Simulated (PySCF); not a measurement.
Level of theory: PBE-D3(BJ)/def2-TZVP // B3LYP-D3(BJ)/def2-TZVP run with PySCF. Isolated molecules, 0 K electronic values unless said otherwise. Delta-SCF ions had no search for a lower state. 

Reference species (SMILES): `[SiH3]B[SiH3]` (neutral, multiplicity 1).

```
Item                                       Value
--------------------------------------  --------
LUMO                                    -3.80 eV
HOMO                                    -6.84 eV
vertical ionisation energy (Delta-SCF)   9.71 eV
```

Changed species: `B` (3 of 3 SiH3 replaced by H; the reference has 1 of 3 SiH3 replaced by H).

**Question.** What does the change do to the LUMO, HOMO and vertical ionisation energy (Delta-SCF)?

**Answer.** the LUMO goes up by 0.75 eV, to -3.05 eV; the HOMO falls by 1.64 eV, to -8.48 eV; the vertical ionisation energy (Delta-SCF) rises by 3.19 eV, to 12.90 eV.
